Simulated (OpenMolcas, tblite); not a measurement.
How methods differ on SnHCl3O (SMILES [OH][Sn]([Cl])([Cl])[Cl])

SnHCl3O has 6 atoms, charge 0, and is taken as a singlet. SMILES: `[OH][Sn]([Cl])([Cl])[Cl]`. Geometry: relaxed at PBE0-D4/def2-TZVP.

Quantity: the dipole moment, in D. The values are calculated.

| level | kind | program | value (D) | CPU time |
| --- | --- | --- | --- | --- |
| IPEA1-xTB | semi-empirical | tblite | 2.31 | under 2 s |
| HF/def2-SVP (core potential) | Hartree–Fock | OpenMolcas | 1.61 | 10 s |
| SVWN5/def2-SVP (core potential) | LDA | OpenMolcas | 1.54 | 17 s |
| BLYP/def2-SVP (core potential) | GGA | OpenMolcas | 1.48 | 23 s |
| TPSS/def2-SVP (core potential) | meta-GGA | OpenMolcas | 1.57 | 31 s |
| r2SCAN/def2-SVP (core potential) | meta-GGA | OpenMolcas | 1.59 | 28 s |
| B3LYP/def2-SVP (core potential) | global hybrid | OpenMolcas | 1.50 | 24 s |

The values span 1.48 to 2.31 D. Magnitudes only. CPU times are rough (shared hosts, several kinds of processor and program).
